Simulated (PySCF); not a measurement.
Be2F2, SMILES [Be]([F])[Be][F]. Atoms are numbered in the order given.

```xyz
4

F      0.0000     0.0000    -2.3970
Be     0.0000     0.0000    -1.0262
Be     0.0000     0.0000     1.0262
F      0.0000     0.0000     2.3970
```
Charge 0, spin multiplicity 1.

Geometry optimised at PBE0-D3(BJ)/def2-TZVP. Other conformers were not sampled.

Method: PBE/pcJ-1 (PySCF).

Isotropic couplings with Fermi-contact, spin-dipole and both spin-orbit terms, one fixed conformer, no vibrational averaging. Isotopes: 19F.

Problem. Estimate the spin–spin coupling constants. (The exact figures need the calculation; the answer reports its results.)

Solution. 
| pair | bonds apart | J (Hz) |
|---|---|---|
| F1–F4 | 3 | 31.8 |
